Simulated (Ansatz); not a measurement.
Consider the redistribution: `OB(S)[SiH2]Cl` + `BBr` → `BB(O)S` + `Cl[SiH2]Br`.

Gas-phase electronic energies from Ansatz, PBE0-D4/def2-TZVP geometries. CCSD(T)/CBS is the MP2 limit (def2-TZVPP, def2-QZVPP) plus CCSD(T) − MP2 in def2-TZVPP, frozen cores. DFT in def2-TZVPP. B3LYP here is the variant with VWN-RPA as its local correlation; programs differ in this. For Br outer-core shells are correlated without core-valence functions, which leaves a few kJ/mol of doubt a bond. Scalar relativity is left out up to krypton. Each species was taken in one conformer, which may not be the lowest.

(1) Is it downhill or uphill in electronic energy at CCSD(T)/CBS, and by how much? (Best estimate.)

(2) What do these levels give: r2SCAN-D4, B3LYP-D4, ωB97X-V, ωB97M-V, B2PLYP, r2SCAN, B3LYP, HF/def2-TZVPP, CCSD(T)/def2-TZVPP, SCS-MP2/def2-QZVPP, HF/CBS(def2), CCSD/CBS(def2)? (Best estimate.)

Largest T1 diagnostic among the species: 0.014.

Results:

(1) The calculation gave: Nearly level: ΔE = +0.1 kJ/mol.

(2) Computed: r2SCAN-D4 -0.3, B3LYP-D4 0.7, ωB97X-V -0.9, ωB97M-V -2.3, B2PLYP -0.4, r2SCAN -1.0, B3LYP -2.5, HF/def2-TZVPP -13.7, CCSD(T)/def2-TZVPP 5.1, SCS-MP2/def2-QZVPP -2.0, HF/CBS(def2) -15.6, CCSD/CBS(def2) -3.6 kJ/mol.

In def2-TZVPP, CCSD(T) changes the Hartree–Fock value by +18.8 kJ/mol (the triples alone add +3.7 kJ/mol) and MP2 by +16.7 kJ/mol. The D4 term adds +3.1 kJ/mol with B3LYP and +1.9 kJ/mol with PBE0; it sums over pairs of atoms, weighted by their polarisabilities, and B3LYP, whose exchange is more repulsive, gets the larger term. From PBE to PBE0 (25 % exact exchange), in def2-TZVPP and without D4, ΔE moves by −4.6 kJ/mol.
